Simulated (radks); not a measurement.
Task: Successive ionisation energies (eV) of one element, from differences of total energies of ions in their ground configurations, starting at charge 0: 5.498, 17.841, 26.998, 56.792, 74.211, 92.585, 111.79, 131.73, 158.89, 181.05, 203.87, 227.28, 251.23, 342.23, 368.00, 393.54, 428.38, 455.63, 482.56, 548.88, 580.28, 1049.7. Method: non-relativistic Kohn-Sham, TPSS, spin-polarised, spherical densities, point nucleus; open shells are filled with parallel spins first (spin-orbit coupling, left out, can overturn this in heavy ions); meta-GGA in the generalised Kohn-Sham scheme; relativity is left out, which matters for an element this heavy; computed with a radial shooting solver on a logarithmic mesh with Libxc functionals. Which element is it?

Result: Indium (Z = 49). The first species listed is In in [Kr] 4d10 5s2 5p1, the last In21+ in [Ar] 3d10.
